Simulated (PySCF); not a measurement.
Computed with PySCF 2.14.0 with PBE-D3(BJ)/def2-TZVP // PBE0-D3(BJ)/def2-TZVP. Isolated molecules, 0 K electronic values unless said otherwise. One relaxed conformer stands for a flexible species; it need not be the lowest. Excitations are Tamm–Dancoff values on a coarser integration grid. The basis has no diffuse functions, so Rydberg states are missing or too high.

Reference species (SMILES): `B=C=BB` (neutral, multiplicity 1).

```
Quantity                   Value
----------------------  --------
T1 excitation (TDA)      2.09 eV
S1 excitation (TDA)      2.33 eV
S1 oscillator strength     0.000
LUMO                    -4.22 eV
```

After one change: the T1 excitation (TDA) rises by 1.34 eV; the S1 excitation (TDA) increases by 1.65 eV; the S1 oscillator strength hardly moves; the LUMO rises by 1.42 eV.

Which change was made? The new species is one of these.
(A) `B=BB=C`
(B) `B1B2BC12`
(C) `BB1B=C1`
(D) `BC1=BB1`

B, `B1B2BC12`
